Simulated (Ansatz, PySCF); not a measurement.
Gas-phase reaction in SMILES: CCCCl [1-chloropropane] -> CC[CH]Cl + H atom (the C-H bond at the site shown breaks; other sites are not compared here)
Each molecule is optimised on its own at B3LYP-D3(BJ)/def2-TZVP (Ansatz, a quantum-chemistry and plane-wave program), one conformer each, not searched for the lowest.

Quantity: bond dissociation energy (enthalpy at 298 K, with B3LYP-D3(BJ) rigid-rotor harmonic-oscillator terms from PySCF), in kcal/mol. Correlated levels leave the core frozen unless marked. Open shells are spin-unrestricted. Spin-orbit coupling is left out. Non-relativistic. CBS marks a two-point X^-3 extrapolation of the correlation energy; Hartree-Fock from the larger set. The bracket is a focal-point correction in the basis named.

| level | program | bond dissociation energy (kcal/mol) | minus last row |
|---|---|---|---|
| RI-HF/aug-cc-pV(T+d)Z | Ansatz | 73.6 | -25.3 |
| RI-HF/cc-pV(Q+d)Z | Ansatz | 73.5 | -25.4 |
| PBE0/def2-TZVPD | Ansatz | 92.3 | -6.6 |
| LC-wPBE/def2-TZVPD | Ansatz | 92.3 | -6.6 |
| MP2/6-31G | Ansatz | 91.1 | -7.8 |
| RI-MP2/cc-pV(T+d)Z | Ansatz | 96.8 | -2.1 |
| RI-MP2/CBS(cc-pV(T+d)Z,cc-pV(Q+d)Z)+[CCSD(T)-MP2]/cc-pV(D+d)Z | Ansatz | 98.9 | 0.0 |
